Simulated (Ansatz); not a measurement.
`C=C(F)O[SiH3]`. The species carries charge 0 and has multiplicity 1.

```xyz
10

C     2.111   -0.247   -0.184
C     0.830   -0.256    0.137
F     0.378   -0.963    1.185
O    -0.146    0.389   -0.483
Si   -1.767    0.377   -0.072
H     2.815   -0.816    0.401
H     2.443    0.332   -1.032
H    -2.387    1.254   -1.087
H    -1.962    0.927    1.290
H    -2.315   -0.997   -0.155
```

Give the diagnostics of a CCSD(T)/def2-TZVPP run (frozen core, the Gaussian-basis code of Ansatz). (Estimate.)

The calculation gave: T1 = 0.0123, largest single amplitude 0.024, largest double 0.063, (T) share of the correlation energy 3.6 %, 9 CCSD cycles. The RHF solution is stable towards an unrestricted one. T1 lies under the customary mark of 0.02 for closed shells.
